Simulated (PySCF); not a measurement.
Species: C₅H₆FO₂S (doublet state).
SMILES with atom numbers: `[O:1]=[S:2]1(=[O:3])[C:4]=[CH:5][CH2:6][C@H:7]1[CH2:8][F:9]` (hydrogens: H10 on C5; H11, H12 on C6; H13 on C7; H14, H15 on C8)

Geometry (GFN2-xTB, Å), atoms numbered from 1 in this order:
```xyz
15
C5H6FO2S angstrom
O      0.1577    2.2941   -0.5178
S     -0.6015    1.4635    0.3714
O     -0.9162    1.9790    1.6682
C     -1.9980    0.7772   -0.4809
C     -1.7659   -0.4393   -0.8883
C     -0.4236   -1.0585   -0.5497
C      0.2274   -0.1977    0.5311
C      1.7167    0.0112    0.3850
F      2.3821   -1.1864    0.5129
H     -2.4583   -1.0311   -1.4653
H      0.1853   -1.0623   -1.4585
H     -0.5414   -2.0938   -0.2241
H     -0.0303   -0.5394    1.5326
H      1.9615    0.4146   -0.6023
H      2.1000    0.6770    1.1638
```

The hyperfine couplings belong to this conformer and change with its torsions.

Method used: PySCF, UKS B3LYP, pcH-1 on C F H O S, non-relativistic, mean-field spin-orbit, GIAO. Geometry: GFN2-xTB, one conformer, isolated molecule. The geometry wasn't refined by DFT: couplings that depend on bond lengths, twists or pyramidal angles can differ widely from those at the functional's own minimum. The SCF solution wasn't tested for stability.

Problem. Match the computed a_iso(13C) values +504.7, +56.8, +24.7, +12.1, +1.4 MHz with the sites C4; C5; C6; C7; C8.

Solution. 
| site | a_iso (MHz) | ρ(0) (bohr⁻³) | position | distance from C4 (Å) | spin population | largest \|T\| (MHz) |
| --- | --- | --- | --- | --- | --- | --- |
| C4 | +504.7 | +0.4491 | largest spin population | 0.00 | +0.93 | 122.1 |
| C5 | +12.1 | +0.0107 | 1 bond from C4 | 1.30 | -0.13 | 19.9 |
| C6 | +56.8 | +0.0506 | 2 bonds from C4 | 2.42 | +0.07 | 12.9 |
| C7 | +24.7 | +0.0219 | 2 bonds from C4 | 2.63 | +0.06 | 12.9 |
| C8 | +1.4 | +0.0013 | 3 bonds from C4 | 3.89 | 0.00 | 0.8 |

ρ(0) is the spin density at the nucleus and T the dipolar tensor; a_iso includes a spin–orbit part. The largest Mulliken spin populations are on C4 (+0.93), C5 (-0.13), C6 (+0.07) and C7 (+0.06). No atom but C4 exceeds +0.15. The positive populations add up to 1.14 and the negative ones to -0.14, together 2S = 1.
